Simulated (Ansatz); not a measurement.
Reaction (ligand exchange at the Si–N bond): `C[SiH2]N(C)C` + `[OH][GeH3]` → `C[SiH2][O][GeH3]` + `CNC`

Gas-phase electronic energies from Ansatz, PBE0-D4/def2-TZVP geometries. CBS: MP2 limit from def2 TZ/QZ plus the TZ coupled-cluster correction, frozen cores. Functionals use def2-TZVPP. For Ge outer-core shells are correlated without core-valence functions, which leaves a few kJ/mol of doubt a bond. Scalar relativity is left out up to krypton. Each species was taken in one conformer, which may not be the lowest.

`C[SiH2]N(C)C`:

Z-matrix (Å, degrees):
```
C
Si 1 1.866
H 1 1.092 2 111.2
H 1 1.092 2 112.0 3 121.6
H 1 1.093 2 109.4 3 -119.6
N 2 1.723 1 110.9 3 -54.4
H 2 1.500 1 107.6 3 -179.7
H 2 1.489 1 111.3 3 63.4
C 6 1.442 2 121.4 1 -47.8
C 6 1.442 2 120.5 1 159.2
H 9 1.092 6 110.8 2 28.1
H 9 1.097 6 110.5 2 147.1
H 9 1.101 6 112.7 2 -92.9
H 10 1.092 6 110.4 2 -27.2
H 10 1.101 6 112.8 2 93.6
H 10 1.098 6 110.5 2 -146.3
```

`[OH][GeH3]`:

Z-matrix (Å, degrees):
```
Ge
O 1 1.783
H 1 1.531 2 104.3
H 1 1.541 2 109.9 3 119.6
H 1 1.541 2 109.9 3 -119.6
H 2 0.959 1 112.7 3 180.0
```

`C[SiH2][O][GeH3]`:

Cartesian coordinates in Å:
```
C -1.102 1.493 1.268
Si -0.193 0.812 -0.202
O 0.218 -0.744 0.103
Ge 1.074 -1.993 -0.821
H -2.009 0.917 1.464
H -1.389 2.533 1.090
H -0.474 1.459 2.162
H 1.033 1.618 -0.474
H -1.051 0.882 -1.422
H 1.097 -3.231 0.082
H 2.496 -1.489 -1.126
H 0.299 -2.258 -2.123
```

`CNC`:

```xyz
10

C     0.671   -0.992   -0.161
N     0.461    0.300    0.450
C    -0.704    0.980   -0.068
H     1.526   -1.489    0.302
H     0.901   -0.860   -1.222
H    -0.200   -1.667   -0.094
H     0.380    0.197    1.452
H    -0.548    1.217   -1.125
H    -0.853    1.922    0.463
H    -1.636    0.392    0.002
```

**Question.** Is it downhill or uphill in electronic energy at CCSD(T)/CBS, and by how much? (An estimate is asked.)

**Answer.** The calculation gave: Downhill: ΔE = -0.64 eV.

**Question.** What do these levels give: PBE0, r2SCANh, BHLYP, MP2/def2-SVP, HF/def2-TZVPP, CCSD/def2-TZVPP? (Estimate.)

**Answer.** The calculation gave: PBE0 -0.63, r2SCANh -0.66, BHLYP -0.75, MP2/def2-SVP -0.62, HF/def2-TZVPP -0.86, CCSD/def2-TZVPP -0.68 eV.

Largest T1 diagnostic among the species: 0.011.

The D4 term adds +0.07 eV with B3LYP and +0.04 eV with PBE0; it sums over pairs of atoms, weighted by their polarisabilities, and B3LYP, whose exchange is more repulsive, gets the larger term. From BLYP to BHLYP (50 % exact exchange), in def2-TZVPP and without D4, ΔE moves by −0.06 eV.

B3LYP here is the variant with VWN-RPA as its local correlation; programs differ in this.
